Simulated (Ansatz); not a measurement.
Geometry optimisation, Ansatz, UKS r2SCANh/STO-3G.

Input file:

```yaml
crystal:
  periodic: [false, false, false]
  atoms:
    - { symbol: B, position_ang: [-1.4023, 1.3445, -0.5227] }
    - { symbol: O, position_ang: [-0.064, 0.98, -0.2679] }
    - { symbol: C, position_ang: [-0.0777, -0.3594, 0.1495] }
    - { symbol: C, position_ang: [1.4731, -0.8255, 0.2368] }
    - { symbol: F, position_ang: [-0.6123, -0.4804, 1.4069] }
    - { symbol: H, position_ang: [-2.1005, 1.8931, 0.3221] }
    - { symbol: H, position_ang: [-1.8818, 1.2574, -1.6115] }
    - { symbol: H, position_ang: [-0.5417, -1.0162, -0.5571] }
    - { symbol: H, position_ang: [1.4354, -1.8756, 0.6241] }
    - { symbol: H, position_ang: [1.9725, -0.2067, 0.9803] }
    - { symbol: H, position_ang: [1.8647, -0.7681, -0.7399] }
magnetization:
  spin_polarized: true
basis:
  gaussian: { orbitals: STO-3G }
hamiltonian:
  xc: r2scanh
relax:
  f_tol: 0.02
  max_steps: 40
```

Run as:

```bash
$ ansatz run input.yaml --threads 1 --pin off --max-ram 2048MiB --backend cpu --events-out ev --progress --plain --runs-dir out
```

Where does it end, and by what steps?

It converged. The force dipped under the threshold on the way, but the program's further checks kept it going. Limits of this set-up: minimal basis. After 18 steps the energy has fallen by 1.570 eV; H6 moved furthest, 1.19 Å.

| step | energy less start (eV) | largest force component (eV/Å) | accepted |
| --- | --- | --- | --- |
| 0 | 0.0000 | 4.272 | yes |
| 1 | -0.3966 | 1.216 | yes |
| 2 | -0.5671 | 0.800 | yes |
| 3 | -0.7731 | 1.124 | yes |
| 4 | -1.0754 | 1.192 | yes |
| 5 | -1.3563 | 0.818 | yes |
| 6 | -1.4770 | 0.724 | yes |
| 7 | -1.5096 | 1.528 | yes |
| 8 | -1.4719 | 1.035 | no |
| 9 | -1.5517 | 0.484 | yes |
| 10 | -1.5637 | 0.188 | yes |
| 11 | -1.5671 | 0.150 | yes |
| 12 | -1.5689 | 0.058 | yes |
| 13 | -1.5695 | 0.032 | yes |
| 14 | -1.5697 | 0.040 | yes |
| 15 | -1.5688 | 0.106 | no |
| 16 | -1.5698 | 0.024 | yes |
| 17 | -1.5699 | 0.016 | yes |
| 18 | -1.5700 | 0.019 | yes |

```xyz
11
Properties=species:S:1:pos:R:3
B -1.307 1.407 -0.532
O -0.443 0.913 0.374
C -0.160 -0.548 0.335
C 1.385 -0.725 0.192
F -0.626 -1.076 1.530
H -1.509 2.560 -0.473
H -1.821 0.726 -1.340
H -0.700 -1.010 -0.536
H 1.633 -1.794 0.195
H 1.894 -0.231 1.028
H 1.720 -0.280 -0.752
```

Whether the end is a true minimum wasn't checked by a vibrational analysis.

Run time: 110 s on 1 thread of Intel(R) Xeon(R) Platinum 8175M CPU @ 2.50GHz (Skylake/Cascade Lake), with other jobs on the host, peak memory 0.23 GiB.
